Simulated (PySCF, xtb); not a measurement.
C₃H₂F₃, SMILES C(/F)=C\[C](F)F, multiplicity 2. Other conformers were not sampled.

Harmonic wavenumbers (cm⁻¹) from GFN2-xTB run with xtb at its own minimum, in rising order: 148, 183, 214, 361, 370, 431, 546, 616, 894, 900, 1112, 1158, 1208, 1245, 1452, 1564, 3103, 3121.

Q: What does PySCF with PBE-D3(BJ)/def2-SVP give at its own minimum? (Estimate from the structure and the level; the computed values follow.)

A: 158, 168, 194, 349, 385, 468, 581, 593, 820, 908, 1132, 1145, 1233, 1332, 1470, 1596, 3146, 3150. Paired by order, the mean absolute difference is 29 cm⁻¹ and the zero-point energies are 26.6 and 26.9 kcal/mol.
